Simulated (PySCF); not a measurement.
Ions at one geometry of LaF3(H2O)

PySCF 2.14.0, RKS PBE0, La def2-SVP with ECP46, F def2-SVP, O def2-SVP, H def2-SVP; non-relativistic Hamiltonian with scalar-relativistic core potentials where named; density fitting; no spin-orbit coupling; singlets restricted, open shells unrestricted. The geometry is relaxed for charge 0, singlet, vacuum:

```xyz
7

La    0.0921   -0.1020    0.1020
F     1.1850    1.3882    1.2165
F    -1.3418   -1.2392    1.2392
F     1.1850   -1.2165   -1.3882
O    -1.4035    1.4115   -1.4115
H    -1.7308    2.2961   -1.2065
H    -1.7308    1.2065   -2.2961
```

Energies count from the relaxed state; an electron taken off or put on is at rest in vacuum. Charges and spins are Mulliken's.

```
                     state  energy (eV)  spin squared  charge on La1 (e)  spin on La1 (e)  dipole about the centre of mass (D)
 charge 0, singlet, vacuum         0.00          0.00               1.22             0.00                                 7.22
charge +1, doublet, vacuum        11.24          0.76               1.54            -0.05                                 5.63
```

Problem. What does the state charge -1, doublet, vacuum give?

Solution. energy (eV) 0.03, spin squared 0.75, charge on La1 (e) 0.33, spin on La1 (e) 0.90, dipole about the centre of mass (D) 1.53.

With an electron taken off (doublet) the charges change, summed by element, by La +0.32 e, F +0.65 e, O -0.02 e, H +0.05 e. The vertical ionisation energy is 11.24 eV, against −ε(HOMO) = 8.98 eV of the relaxed state. The level lies 2.3 eV too high, as is usual for semilocal functionals and global hybrids, which keep a self-interaction error.

With an electron put on (doublet) the charges change, summed by element, by La -0.89 e, F -0.04 e, O +0.07 e, H -0.15 e. The vertical electron affinity is -0.03 eV, against −ε(LUMO) = 1.29 eV of the relaxed state. The basis has no diffuse functions, which an added electron needs. The added electron's level lies above zero.

Open shells may have lower solutions than those found.
